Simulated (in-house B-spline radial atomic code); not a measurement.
# RPA correlation on LDA exchange-only: Ir4+

Configuration [Xe] 4f14 5d5, highest spin, mean-field start LDA exchange-only. Computed with an all-electron radial atomic-structure program (B-spline basis): all electrons, scalar-relativistic (spin-free one-electron X2C), finite nucleus, each spin shell either full or empty, empty states to l = 9 with an (l + 1/2)⁻⁴ tail; G0W0 by contour deformation at full frequency.

Without the two-electron picture change, the correlation of inner shells comes somewhat too large for so heavy an element.

The highest G0W0 level has too low a weight to be given.

Command:
```bash
python run_gw.py task.json out
```
Settings (radii: box in bohr, nucleus in fm):
```
Z                        77
electrons                73
configuration            [Xe] 4f14 5d5
hamiltonian              x2c
method                   lda,
lmax                     9
rms_radius               5.4032
spin_polarised           True
box_radius               11.96
intervals                67
```

Cost of the run: 14 s on 1 thread of Arm Neoverse N1 (shared host).

Energies (hartree):

```csv
term,value
mean-field total,-17807.15825
Hartree-Fock functional on these orbitals,-17820.73001
direct second order,-7.5896
second-order exchange,1.8945
SOSEX correction,1.7794
```

Question: What is the RPA correlation energy, and what remains with SOSEX?

Answer: RPA gives -6.6157 hartree (-2.47 eV per electron); RPA + SOSEX gives -4.8363, and the second-order doubles -5.6951 hartree (no singles). RPA lacks exchange-type terms and so overcorrelates at short range.
